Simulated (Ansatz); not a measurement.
GaH$_{5}$O$_{2}$SSi, SMILES `[OH][Ga]([SH])[O][SiH3]` at its PBE0-D4/def2-TZVP geometry, where that method's forces vanish. Total charge 0; spin multiplicity 1.

```xyz
10

O     1.0367   -1.0039    1.8963
Ga    1.2203   -0.5529    0.1903
S     3.0628   -0.9670   -0.8825
O    -0.1206    0.2504   -0.6600
Si   -1.6295    0.7490   -0.2901
H     0.1797   -0.7701    2.2617
H     2.5731   -0.4220   -2.0099
H    -1.7464    2.2170   -0.4891
H    -1.9537    0.4417    1.1363
H    -2.6224    0.0578   -1.1529
```

Problem. What forces (eV/Å) does PBE-D4/def2-TZVPP give on these atoms in Ansatz? (Estimate.)

Solution. Ansatz gave: 
```
O1   0.424 -0.276  0.339
Ga2  0.171 -0.032 -0.122
S3   0.310 -0.157  0.104
O4   0.143  0.073 -0.426
Si5 -0.319  0.090  0.126
H6  -0.439  0.130  0.153
H7  -0.102  0.105 -0.209
H8  -0.018  0.162 -0.023
H9  -0.057 -0.023  0.154
H10 -0.114 -0.072 -0.096
```
